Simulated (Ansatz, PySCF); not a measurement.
System: sum formula SiNH$_{4}$, net charge 0, doublet state. It need not be the lowest isomer of its formula. 
Structure (B3LYP-D3(BJ)/def2-TZVP (Ansatz, an electronic-structure program) minimum search):
SMILES: N[SiH2]
```xyz
6

Si    -0.6251     0.0767    -0.0245
N      1.1015    -0.0449    -0.0103
H     -1.1414    -1.1445    -0.7060
H     -1.0708     0.1044     1.3977
H      1.6507     0.5645     0.5765
H      1.6028    -0.2838    -0.8524
```
Charge 0, spin multiplicity 2.

Dipole moments at this geometry, in debye (magnitudes).

```
level                    program  dipole (D)
-----------------------  -------  ----------
SVWN5/def2-TZVPD          Ansatz        1.63
r2SCAN/def2-TZVPD         Ansatz        1.57
B97M-V/def2-TZVPD         Ansatz        1.68
B3LYP/def2-TZVPD          Ansatz        1.52
M06-2X/def2-TZVPD          PySCF        1.34
CCSD(T)/aug-cc-pV(D+d)Z   Ansatz        1.47
```
